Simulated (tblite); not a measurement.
Compound: C4H10OSSi.
Z-matrix (Å and degrees, GFN2-xTB geometry), rows numbered from 1:
```
C 
C   1  1.5238
Si  2  1.8890  1  112.27
O   3  1.6451  2  102.71  1   179.66
C   4  1.3167  3  135.76  2  -179.73
C   5  1.4912  4  117.87  3    -0.83
S   5  1.6257  4  119.56  3   179.18
H   1  1.0883  2  110.91  3   179.83
H   1  1.0871  2  110.76  3   -59.96
H   1  1.0871  2  110.68  3    59.65
H   2  1.0922  1  109.04  3  -122.14
H   2  1.0923  1  109.17  3   122.27
H   3  1.4660  2  113.51  1   -62.96
H   3  1.4658  2  113.41  1    62.61
H   6  1.0898  5  109.51  4    58.14
H   6  1.0856  5  110.32  4   179.23
H   6  1.0899  5  109.55  4   -59.80
```

Computed values, GFN2-xTB/tblite, gas phase, harmonic and unscaled. Against measured fundamentals such values can be off by several per cent, at times by over 20. Modes of hydrogen on silicon can be 10 to 20 % off. One conformer, not necessarily the lowest.

Harmonic wavenumbers (cm⁻¹): 28.4, 49.9, 77.4, 93.7, 137.8, 186.8, 218.4, 245.7, 346.5, 402.2, 463.2, 479.3, 622.1, 682.9, 722.8, 737.0, 768.9, 797.9, 869.3, 976.8, 982.8, 1018.2, 1022.8, 1083.2, 1229.4, 1229.4, 1283.3, 1293.0, 1371.9, 1422.6, 1445.6, 1450.3, 1469.5, 1512.9, 1513.7, 2218.8, 2250.5, 2962.0, 2976.3, 2995.5, 3007.8, 3023.2, 3035.2, 3043.8, 3065.3.

A = 4521, B = 745.7, C = 652.6 MHz; mass 134.022 u (most abundant isotopes); point group Cs, symmetry number 1.

Question: What is the zero-point energy?

Answer: ½Σν̃ = 28407 cm⁻¹ = 81.22 kcal/mol.

Question: Give the ideal-gas entropy at 350 K and 1 bar in the rigid-rotor, harmonic-oscillator model (classical rotation).

Answer: Translation 41.41, rotation 29.85, vibration 38.33: S = 109.6 cal/(mol K).

Question: And Cp and H(350 K) − H(0)?

Answer: Cp = 41.62 cal/(mol K), of which vibrations give 33.67 (their classical limit is 45 R = 89.4); H(350 K) − H(0) = 9.21 kcal/mol without the zero-point energy, 6.43 from vibrations.

Question: Which modes carry the vibrational entropy at 350 K?

Answer: 28.4 cm⁻¹: 6.26; 49.9 cm⁻¹: 5.14; 77.4 cm⁻¹: 4.27; 93.7 cm⁻¹: 3.90; 137.8 cm⁻¹: 3.14; 186.8 cm⁻¹: 2.56 cal/(mol K); the other 39 give 13.07 together.

Question: What must be added to the electronic energy to get the Gibbs energy at 350 K and 1 bar?

Answer: ZPE + [H(350 K) − H(0)] − T·S = 81.22 + 9.21 − 38.36 = 52.07 kcal/mol.

Question: Blend soft modes into free rotors: weight 1/[1 + (100 cm⁻¹/ν̃)⁴] for the oscillator and the rest for a rotor with moment μB/(μ + B), μ = h/(8π²ν), B = 10⁻⁴⁴ kg m². What vibrational entropy results?

Answer: 33.70 cal/(mol K) in place of 38.33, which changes −T·S at 350 K by +1.62 kcal/mol.

Question: How do the functions run with temperature in this model?

Answer: 
```csv
T (K),S (cal/(mol K)),Cp (cal/(mol K)),H − H(0) (kcal/mol),G − H(0) (kcal/mol),ln q(vib)
50,61.2,15.1,0.56,-2.50,1.06
100,73.4,20.4,1.46,-5.88,2.76
298.15,103.3,37.3,7.17,-23.62,8.65
373.15,112.3,43.5,10.20,-31.71,10.65
500,126.4,52.6,16.31,-46.87,13.88
750,150.3,65.6,31.20,-81.54,19.80
1000,170.4,74.1,48.73,-121.71,25.19
```

q(vib) and H(0) count from the zero-point level.

Hindered rotation and anharmonicity are outside this model. Other conformers, if any are populated, would add a mixing term that is left out.
